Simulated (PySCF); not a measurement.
Start geometry of `CC(=O)[SiH2]F` from GFN2-xTB (Å):
```
atom  x, y, z in Å
C1    -1.374    0.138    0.337
C2    -0.339   -0.065   -0.712
O3    -0.620   -0.192   -1.893
Si4    1.527   -0.139   -0.114
F5     1.430    0.059    1.480
H6    -1.347   -0.632    1.067
H7    -2.375    0.192   -0.115
H8    -1.174    1.103    0.848
H9     2.059   -1.455   -0.302
H10    2.264    0.971   -0.617
```

Task: What comes out of this run: PBE0-D3(BJ)/def2-SVP geometry optimisation, gas phase (PySCF 2.14.0)?

Result: 
```
atom  x, y, z in Å
C1    -1.4832    0.0900    0.1492
C2    -0.2386   -0.0618   -0.6735
O3    -0.2468   -0.1933   -1.8786
Si4    1.5125   -0.0660    0.1218
F5     1.3971    0.1585    1.7324
H6    -1.5268   -0.7044    0.9125
H7    -2.3737    0.0510   -0.4936
H8    -1.4516    1.0446    0.7001
H9     2.1507   -1.3852   -0.1340
H10    2.3085    1.0464   -0.4611
```

The energy falls by 4.6 kcal/mol over 6 energy and gradient evaluations, the largest force component goes from 0.0350 to 3.7e-04 Eh/bohr, and the atoms move by 0.116 Å rms after alignment. The bond that changes most is Si4–H10 (fluorine-bound silicon to Si–H hydrogen), which lengthens by 0.063 Å. Bonds longer at the end by more than 0.005 Å: 5 of 9; shorter: 3. Among the angles that change most is H9–Si4–H10, from 118.5° to 111.5°. Rotational constants go from 6714, 2811, 2056 to 6681, 2728, 2008 MHz. The orientation of the end geometry is arbitrary; only internal coordinates are fixed.

The run used 99 basis functions and 41 SCF cycles in all. Time: 16 s wall; peak memory 0.41 GiB. Hardware: Arm Neoverse V2, one thread, shared host with 32 logical CPUs at a one-minute load of 16.

No frequency check. The numbers are those of one conformer.
